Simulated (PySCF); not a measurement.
ClH3InNO. Atoms are numbered in the order given.

```xyz
7

In     0.2430     0.1268     0.0561
Cl    -1.7382    -1.0470    -0.5260
O      0.4307     1.9812    -0.7088
H     -0.3262     2.1460    -1.3055
N      1.5061    -0.6316     1.4842
H      2.4755    -0.3251     1.3211
H      1.5066    -1.6607     1.4591
```

Coordinates come from a PBE-D3(BJ)/def2-SVP optimisation. The def2 effective core potentials stand for the cores of In; spin–orbit coupling is left out. The values are those of a single conformer.

Computed with HF/def2-TZVP (PySCF).

ESP charges are fitted to the potential on shells at 1.4 to 2.0 van der Waals radii. Atomic charges (e):

```json
[
 {"atom": "In1", "Löwdin": "0.38", "ESP fit": "[?]"},
 {"atom": "Cl2", "Löwdin": "-0.02", "ESP fit": "-0.42"},
 {"atom": "O3", "Löwdin": "-0.41", "ESP fit": "[?]"},
 {"atom": "H4", "Löwdin": "0.17", "ESP fit": "[?]"},
 {"atom": "N5", "Löwdin": "-0.44", "ESP fit": "-0.90"},
 {"atom": "H6", "Löwdin": "0.16", "ESP fit": "0.32"},
 {"atom": "H7", "Löwdin": "0.16", "ESP fit": "0.27"}
]
```

**Question.** Fill in the missing entries. (An estimate is asked for; the answer gives what the named calculation found.)

**Answer.** 
- In1, ESP fit: 1.14
- O3, ESP fit: -0.77
- H4, ESP fit: 0.34
